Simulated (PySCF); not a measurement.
**Excitation energy of Ag by level of theory**

Ag [Kr] 4d10 5s1 (2S) → Ag [Kr] 4d9 5s1 5p1 (high-spin determinant), as a difference of total energies. Computed with PySCF 2.14 in def2-TZVPPD with the def2 core potential (28 electrons) (6s4p3d2f1g, 56 functions), with a scalar-relativistic core potential. Correlated levels: valence: 4s2 4p6 frozen; valence and next inner shell: nothing frozen outside the core potential. The calculations carry no spin-orbit coupling.

```csv
method,excitation energy (cm⁻¹)
UHF,46704
LDA,62593
PBE,60116
PBE0,58374
r2SCAN,57732
BLYP,60661
MN15,62266
r2SCANh,57344
revPBE,59611
MP2 (valence),61160
SCS-MP2 (valence),60446
MP2 (valence and next inner shell),60417
SCS-MP2 (valence and next inner shell),59262
```

The determinant of the upper state mixes LS terms, which raises its energy above the lowest term, most at the Hartree-Fock and MP2 levels.
